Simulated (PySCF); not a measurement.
Computed shifts of a molecule C3H11BSi, PBE/pcSseg-1 in PySCF, GIAO, gas phase, equivalent atoms averaged, in ppm (number of nuclei): ²⁹Si: -72.8 (1). ¹³C: 21.8 (1), 17.7 (2). ¹H: 4.27 (3), 1.63 (2), 1.16 (6). References: ²⁹Si against TMS (σ = 335.4 ppm); ¹³C against TMS (σ = 182.0 ppm); ¹¹B against BF3 (σ = 83.9 ppm); ¹H against TMS (σ = 31.49 ppm), references at their B3LYP-D3(BJ)/def2-TZVP geometries, non-relativistic. The structure is a stationary point at PBE0-D3(BJ)/def2-SVP. Other conformers were not sampled.

Problem. Identify the compound among the candidates.
A) CB(C)C[SiH3]
B) C[SiH2]B(C)C
C) B[Si](C)(C)C

Solution. A, CB(C)C[SiH3]
